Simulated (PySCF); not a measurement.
Stepwise substitution at one centre (Sn F-OH). Gas-phase values, no solvent. One relaxed conformer stands for each flexible species; it need not be the lowest. Strings in code marks are SMILES.

All values below come from B3LYP-D3(BJ)/def2-TZVP in PySCF. B3LYP has the VWN-RPA correlation part, as in Gaussian. Delta-SCF ions had no search for a lower state. Excitations are Tamm–Dancoff values on a coarser integration grid. The basis has no diffuse functions, so Rydberg states are missing or too high.

```tsv
species	S1 oscillator strength	LUMO (eV)	vertical ionisation energy (Delta-SCF) (eV)	S1 excitation (TDA) (eV)
0 of 4 F replaced by OH	0.000	-4.18	–	…
1 of 4 F replaced by OH	0.017	-3.58	13.06	…
2 of 4 F replaced by OH (`[OH][Sn]([OH])([F])[F]` (H–O–Sn–F torsion -96°, F–Sn–O–H torsion 20°))	0.010	-3.03	12.23	5.40
3 of 4 F replaced by OH	0.016	-2.56	11.62	5.49
4 of 4 F replaced by OH (`[Sn]([OH])([OH])([OH])[OH]`)	…	-2.14	11.09	…
```

Some entries are withheld; supply them.


- 0 of 4 F replaced by OH, S1 excitation (TDA) (eV): 6.46
- 1 of 4 F replaced by OH, S1 excitation (TDA) (eV): 5.26
- 4 of 4 F replaced by OH (`[Sn]([OH])([OH])([OH])[OH]`), S1 oscillator strength: 0.021
- 4 of 4 F replaced by OH (`[Sn]([OH])([OH])([OH])[OH]`), S1 excitation (TDA) (eV): 5.52
